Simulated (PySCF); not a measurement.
An unknown is described by computed data only.

Elements present: C, H and N. Monoisotopic mass: 107.0735 u.

| Quantity | Value |
| --- | --- |
| NMR, other nuclei | isotropic shieldings of nuclei other than C and H, by class: 191 (1 N) ppm [GIAO PBE0/pcSseg-2] |
| Dipole | 1.38 D [PBE0/pcSseg-2] |
| Rotational structure | rotational constants A, B, C: 5.534, 1.466, 1.169 GHz [PBE0-D3(BJ)/def2-TZVP] |
| 1H NMR | chemical shifts (computed TMS as zero) by class: 7.27 (2 H), 6.74 (2 H), 3.26 (2 H), 2.29 (3 H) ppm [GIAO PBE0/pcSseg-2] |
| 13C NMR | chemical shifts (computed TMS as zero) by class: 155.1 (1 C), 140.0 (2 C), 135.7 (1 C), 121.4 (2 C), 23.1 (1 C) ppm [GIAO PBE0/pcSseg-2] |

The electronic properties come from PySCF, for the isolated species, density fitting. Levels stand in brackets. Geometry: PBE0-D3(BJ)/def2-TZVP; no solvent, vibrations or thermal averaging. NMR classes are plain means over equivalent atoms (diastereotopic ones count apart unless rotation or inversion swaps them), as if these changed places fast.

Q: Which formula fits the mass and the elements?

A: C7H9N (calculated 107.0735). No other formula that holds each of these elements comes within 0.0003 u with a fitting electron parity and a possible valence count.

Q: Propose a structure and show how it fits.

A: Numbering: `[CH3:1][c:2]1[cH:3][cH:4][c:5]([NH2:6])[cH:7][cH:8]1`. Its formula, C7H9N, gives 4 degrees of unsaturation: 1 ring and 3 π bonds in the structure found (Kekulé form). 7 carbons fall into 5 classes; from least to most shielded: aromatic carbon bearing nitrogen [C5] (155.1 ppm), aromatic CH carbon [C3/C8] (140.0 ppm, 2 C), substituted aromatic carbon [C2] (135.7 ppm), aromatic CH carbon [C4/C7] (121.4 ppm, 2 C), benzylic-type carbon [C1] (23.1 ppm). Hydrogen classes from least to most shielded: 2 H on 2 aromatic CH carbons, C3/C8 (7.27 ppm), 2 H on 2 aromatic CH carbons, C4/C7 (6.74 ppm), 2 H on an aniline-type nitrogen, N6 (3.26 ppm), 3 H on a benzylic-type carbon, C1 (2.29 ppm). The other shieldings belong to: 191 ppm, aniline-type nitrogen [N6]. By its constants the optimised geometry is an asymmetric top. Structure: p-toluidine (`CC1=CC=C(N)C=C1`). The assignments are read from this structure; whether some other isomer fits the data as well wasn't checked.

Shape of the structure used: `[CH3:1][c:2]1[cH:3][cH:4][c:5]([NH2:6])[cH:7][cH:8]1`: H–N6–C5–C4 25°, H–N6–C5–C4 157°.
